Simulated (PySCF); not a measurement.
Working out the ionisation energy of Kr

Kr [Kr] (1S) → Kr+ [Ar] 3d10 4s2 4p5 (2P). Computed with PySCF 2.14 in aug-cc-pVQZ-DK (8s7p5d3f2g, 93 functions), with the spin-free X2C one-electron Hamiltonian (Gaussian nucleus). Frozen: [Ar] 3d10. Energies in hartree (1 hartree = 27.21139 eV):

```tsv
part	Kr (lower)	Kr+ (upper)
UHF	-2788.179928	-2787.700864
MP2 opposite-spin	-0.150195	-0.122114
MP2 same-spin	-0.044973	-0.032774
```

Task: What does Hartree-Fock give?

Result: (-2787.700864) − (-2788.179928) = 0.479064 hartree = 13.036 eV.

Task: What do MP2 and SCS-MP2 (6/5 opposite-spin, 1/3 same-spin) give?

Result: The opposite-spin parts differ by 0.764 eV and the same-spin parts by 0.332 eV. MP2: 13.036 + (0.764) + (0.332) = 14.132 eV. SCS-MP2: 13.036 + 1.2 × (0.764) + (0.332)/3 = 14.063 eV.

Measured between the centres of the two terms (NIST): 14.222 eV, so MP2 (valence) is off by -0.090 eV.

What remains against the reference includes basis incompleteness, the frozen core and correlation beyond second order.
